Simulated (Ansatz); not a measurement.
The Sb1–H2 bond of ClH2Sb (SMILES [Cl][SbH2]) is stretched (multiplicity 1, the rest rigid).
Geometry at rest (charge 0, multiplicity 1):
```xyz
4

Sb    -0.336    -0.343     0.319
H      0.000    -1.701    -0.679
H     -1.719     0.025    -0.632
Cl     1.108     1.128    -0.879
```

Correlated levels freeze the cores. Filled d and f shells under p-block atoms count as core.

The values were computed with Ansatz (a first-principles code) with Gaussian orbitals.  In def2 rows elements past Kr take small-core potentials, without spin–orbit coupling.

Energies above the point at 1.719 Å (the B3LYP-D3(BJ) bond length), FIC-MRCISD+Q on CASSCF(2,2)/def2-TZVPP (kcal/mol): 5.95 at 1.547 Å; 3.88 at 1.890 Å; 67.10 at 5.499 Å.

**Question.** Take the last value as the depth D of a Morse curve D(1 − e^(−a(R − R₀)))², fit a and R₀ to the two near points, and test it at 2.320 and 3.007 Å.

**Answer.** 
With D = 67.1, both near points (counted from the curve's value at 1.719 Å) are met by a = 1.56 Å⁻¹ and R₀ = 1.714 Å, so k = 2Da² = 326 kcal/(mol Å²). The curve then gives 25.0 and 50.4 kcal/mol; the level itself gives 26.8 and 55.5, so Morse is off by -1.8 and -5.1.
